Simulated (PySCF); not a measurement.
NbSBr3 (singlet state).
SMILES: `[S]=[Nb]([Br])([Br])[Br]`

The calculation used TDDFT wB97X-D/def2-SVPD, vertical, gas phase, core orbitals frozen in the response, def2 core potentials past Kr (PySCF). Isolated species at its PBE0-D3(BJ)/def2-SVP geometry, gas phase. Spin–orbit coupling is left out. The geometry optimisation had not met its thresholds, so the values belong to a structure short of the stationary point.

Each state is given a Gaussian of 0.3 eV full width at half maximum, with ε(max) = 2.175×10⁸ f / Δν̃ (Δν̃ the width in cm⁻¹). The cross-section is σ = 3.8235×10⁻²¹ ε cm², given in Mb (10⁻¹⁸ cm²). The width is an assumption, not a result. The curve ends short of the highest state used, and states not computed would add to its high-energy end.

```tsv
λ (nm)	σ (Mb)
317.1	0.73
320.6	1.29
324.1	2.02
327.6	2.88
331.1	3.74
334.7	4.51
338.2	5.07
341.7	5.41
345.2	5.56
348.7	5.52
352.2	5.31
355.8	4.93
359.3	4.41
362.8	3.78
366.3	3.10
369.8	2.43
373.3	1.81
376.9	1.27
380.4	0.86
383.9	0.56
387.4	0.35
390.9	0.21
394.5	0.12
398.0	0.07
401.5	0.04
405.0	0.02
408.5	0.01
412.0	0.00
415.6	0.00
419.1	0.00
422.6	0.00
426.1	0.00
429.6	0.00
433.1	0.00
436.7	0.00
440.2	0.00
```

Problem. Where are the band maxima, and which computed states make them?

Solution. 346 nm (3.58 eV), ε about 1500, made up of S2 (23%), S3 (25%) and S4 (52%) (ε in L mol⁻¹ cm⁻¹; maxima over ε = 5, shares over 10%). The states used: S1 3.27 eV (f 0.0000); S2 3.48 eV (f 0.0052); S3 3.48 eV (f 0.0056); S4 3.68 eV (f 0.011); S5 4.21 eV (f 0.0000); S6 4.38 eV (f 0.0003); S7 4.38 eV (f 0.0001); S8 4.41 eV (f 0.0026); S9 4.41 eV (f 0.0015); S10 4.51 eV (f 0.020).

Problem. Does any computed singlet lie in the visible range?

Solution. S1 lies in the visible range (380 to 750 nm), at 380 nm, dark in the vertical dipole picture (f under 0.0005); light of that wavelength is violet, and its complementary colour is yellow-green; a Tamm–Dancoff triplet lies at 416 nm, without intensity as long as spin–orbit coupling is left out.

Problem. Coming from long wavelengths, where does ε first pass 100 L mol⁻¹ cm⁻¹?

Solution. At about 387 nm (3.21 eV), 0.06 eV below S1.

Problem. What would ε be at 3.58 eV, the highest of these maxima, with half the width (0.15 eV)?

Solution. About 1180 L mol⁻¹ cm⁻¹ against 1460, a factor of about 0.8; a lone state at its own centre would give exactly 2.

All these states lie below the vertical ionisation energy of 10.19 eV (ΔSCF).

Time: 2.9 min (with the writing of density and orbital grids); peak memory 0.95 GiB. Hardware: Arm Neoverse V2, one thread, no GPU, shared host with 48 logical CPUs at a one-minute load of 23.
